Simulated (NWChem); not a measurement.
Molecule: BeSiH$_{4}$; SMILES [BeH][SiH3]

```xyz
6

Be    -0.0002    -1.6635     0.0062
H     -0.0014    -3.0035     0.0095
Si    -0.0018     0.5297     0.0010
H      1.1720     1.0956    -0.7433
H      0.0530     1.0966     1.3895
H     -1.2347     1.0898    -0.6460
```
Atoms are numbered in this order, from 1.

Structure relaxed at the PBE0/def2-SVP level.

Task: List the 4 lowest vertical singlet excitations from PBE/def2-SVP, TDA (NWChem).

Result: 
```json
[
 {"state": "S1", "energy (eV)": "4.85", "oscillator strength": "0.011", "leading excitation (squared amplitude)": "HOMO → LUMO (0.95)"},
 {"state": "S2", "energy (eV)": "4.85", "oscillator strength": "0.011", "leading excitation (squared amplitude)": "HOMO → LUMO+1 (0.95)"},
 {"state": "S3", "energy (eV)": "6.04", "oscillator strength": "0.000", "leading excitation (squared amplitude)": "HOMO−2 → LUMO (0.49)"},
 {"state": "S4", "energy (eV)": "6.23", "oscillator strength": "0.002", "leading excitation (squared amplitude)": "HOMO−2 → LUMO+1 (0.44)"}
]
```
